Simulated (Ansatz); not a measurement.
A family of molecules: the atomisation energy (no zero-point term)

Gas-phase molecules, one atom swapped for its congeners: C3H9NSi `CC(C)[Si]N`; C3H9GeN `C[CH](C)[Ge][NH2]`; C3H9NSn `C[CH](C)[Sn][NH2]`. All are singlets with charge 0.

Shapes, held fixed at every level: PBE0-D4/def2-TZVP. Flexible molecules stand in one conformer, not always the lowest. Programs: Ansatz 0.2.0. Values in eV.

```tsv
level	C3H9NSi	C3H9GeN	C3H9NSn
HF/def2-TZVPP	39.90	38.80	37.87
r2SCAN-D4/def2-TZVPP	54.44	53.53	52.58
r2SCAN0-D4/def2-TZVPP	53.86	52.88	51.90
wB97M-V/def2-TZVPP	54.79	53.65	52.71
wB97X-V/def2-TZVPP	54.66	53.67	52.76
CCSD(T)/def2-SVP	51.71	50.83	49.80
CCSD(T)/def2-TZVPP	53.17	52.32	51.41
```

At CCSD(T)/def2-TZVPP the atomisation energy falls at every step, from 53.17 to 51.41 eV. Every level shows the same order. For atoms past krypton def2 sets carry core potentials with scalar relativity. Relativity is left out for Ge. Outer-core shells of Ge, Sn are correlated, in sets that cover them unevenly. Spin-orbit coupling, which grows down the group, is left out (summed over each molecule's free atoms 0.03, 0.13, 0.32 eV). Coupled cluster in double- or triple-zeta sets underbinds by a few per cent against its basis-set limit.
